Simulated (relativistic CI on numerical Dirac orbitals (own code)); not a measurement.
# L2,3 absorption of iron in several valence states

Computed multiplet spectra 2p⁶3dⁿ → 2p⁵3dⁿ⁺¹ (Dirac-Coulomb-Breit ions, Slater integrals scaled by 0.8, an assumed crystal field that grows with the charge, no charge transfer; 300 K; Lorentzian 0.4 eV and Gaussian 0.3 eV FWHM at both edges, so that L2 comes out sharper than in experiment). Peaks over 5 % are given in eV from the highest peak in the L3 region of each spectrum (height, largest 100). S of the lowest state is read from ⟨S²⟩, and the branching ratio is the share of L3, cut at the minimum between the edges.

Field parameters in Wybourne normalisation: Oh B⁴₀ = 21Dq, B⁴₄ = √(5/14) B⁴₀. The field is a parameter set, without covalency.

- Fe²⁺ (d6, Oh, 10Dq = 15200 cm⁻¹): S = 0.11, low spin, branching ratio 0.72; peaks -1.9 (19), 0.0 (100), 1.1 (36), 1.8 (37), 12.1 (38), 13.6 (16)
- Fe³⁺ (d5, Oh, 10Dq = 19650 cm⁻¹): S = 2.50, high spin, branching ratio 0.77; peaks -2.5 (38), 0.0 (100), 1.5 (21), 3.7 (7), 10.7 (13), 13.1 (17), 14.6 (12)
- Fe⁵⁺ (d3, Oh, 10Dq = 28550 cm⁻¹): S = 1.50, branching ratio 0.59; peaks -4.0 (30), -2.0 (48), 0.0 (88), 0.9 (75), 1.4 (75), 4.6 (13), 5.2 (10), 6.5 (7), 9.5 (35), 10.0 (42), 10.9 (100), 12.2 (38), 14.1 (52), 16.0 (6)

**Question.** What spin state follows for Fe⁴⁺ in Oh, 10Dq = 24100 cm⁻¹, and does its branching ratio lie nearer 2/3 or nearer 0.8?

**Answer.** Fe⁴⁺ (d4, Oh, 10Dq = 24100 cm⁻¹): S = 1.85, high spin, branching ratio 0.70; peaks -3.6 (22), -2.8 (52), 0.0 (100), 1.5 (57), 3.2 (19), 8.2 (11), 9.6 (34), 12.1 (21), 13.6 (24), 14.9 (11), 15.9 (6). High-spin states, above all those with an unquenched orbital moment, raise the ratio above the statistical 2/3; low spin and nearly empty shells keep it near or below 2/3.

The centroid of the whole edge, which also moves with the branching ratio, lies at 713.9 (Fe²⁺), 716.2 (Fe³⁺), 720.2 (Fe⁴⁺), 726.0 (Fe⁵⁺) eV in this ionic model, in steps of 2.3 to 5.8 eV. Compounds show about 1 to 2 eV a unit and lower energies for the high valences, since ligands screen the charge. The multiplet shape follows the d count and the spin state, and so serves as a fingerprint of valence. Fe²⁺ lies at a spin crossover. Fe⁴⁺ lies at a spin crossover.
